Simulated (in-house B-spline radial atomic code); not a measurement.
The outermost shell (largest non-relativistic mean radius) with and without relativity; Dirac values are averaged over j. Computed with an all-electron radial atomic-structure program (B-spline basis): non-relativistic Hartree-Fock and Dirac-Hartree-Fock, averages of the configuration (point nuclei without relativity, finite nuclei with it).

```json
{"ion": "Lu4+", "configuration": "[Xe] 4f13", "outermost shell": "5p", "radius non-relativistic (bohr)": "1.3769", "radius Dirac (bohr)": "1.3306", "radius change (%)": "-3.3628", "level non-relativistic (eV)": "-79.651", "level Dirac (eV)": "-82.418", "spin-orbit splitting (eV)": "8.088"}
{"ion": "Hf4+", "configuration": "[Xe] 4f14", "outermost shell": "5p", "radius non-relativistic (bohr)": "1.3599", "radius Dirac (bohr)": "1.3119", "radius change (%)": "-3.5334", "level non-relativistic (eV)": "-80.617", "level Dirac (eV)": "-83.6", "spin-orbit splitting (eV)": "8.5809"}
{"ion": "Ta4+", "configuration": "[Xe] 4f14 5d1", "outermost shell": "?", "radius non-relativistic (bohr)": "?", "radius Dirac (bohr)": "?", "radius change (%)": "?", "level non-relativistic (eV)": "?", "level Dirac (eV)": "?", "spin-orbit splitting (eV)": "?"}
{"ion": "W4+", "configuration": "[Xe] 4f14 5d2", "outermost shell": "?", "radius non-relativistic (bohr)": "?", "radius Dirac (bohr)": "?", "radius change (%)": "?", "level non-relativistic (eV)": "?", "level Dirac (eV)": "?", "spin-orbit splitting (eV)": "?"}
{"ion": "Re4+", "configuration": "[Xe] 4f14 5d3", "outermost shell": "5d", "radius non-relativistic (bohr)": "1.5748", "radius Dirac (bohr)": "1.5964", "radius change (%)": "1.3711", "level non-relativistic (eV)": "-53.439", "level Dirac (eV)": "-52.042", "spin-orbit splitting (eV)": "1.0974"}
{"ion": "Os4+", "configuration": "[Xe] 4f14 5d4", "outermost shell": "5d", "radius non-relativistic (bohr)": "1.514", "radius Dirac (bohr)": "1.5337", "radius change (%)": "1.3045", "level non-relativistic (eV)": "-56.011", "level Dirac (eV)": "-54.553", "spin-orbit splitting (eV)": "1.2944"}
{"ion": "Ir4+", "configuration": "[Xe] 4f14 5d5", "outermost shell": "5d", "radius non-relativistic (bohr)": "1.4585", "radius Dirac (bohr)": "1.4767", "radius change (%)": "1.242", "level non-relativistic (eV)": "-58.582", "level Dirac (eV)": "-57.064", "spin-orbit splitting (eV)": "1.5086"}
{"ion": "Pt4+", "configuration": "[Xe] 4f14 5d6", "outermost shell": "5d", "radius non-relativistic (bohr)": "1.4077", "radius Dirac (bohr)": "1.4244", "radius change (%)": "1.1836", "level non-relativistic (eV)": "-61.156", "level Dirac (eV)": "-59.577", "spin-orbit splitting (eV)": "1.7406"}
```

Fill in the row of Ta4+.

outermost shell: 5d; radius non-relativistic (bohr): 1.7161; radius Dirac (bohr): 1.7421; radius change (%): 1.5137; level non-relativistic (eV): -48.286; level Dirac (eV): -47.014; spin-orbit splitting (eV): 0.75162.

Fill in the row of W4+.

outermost shell: 5d; radius non-relativistic (bohr): 1.6418; radius Dirac (bohr): 1.6654; radius change (%): 1.4414; level non-relativistic (eV): -50.865; level Dirac (eV): -49.529; spin-orbit splitting (eV): 0.91663.

Which member changes most?

Hafnium (Hf4+): its 5p shell contracts by 3.5 %.
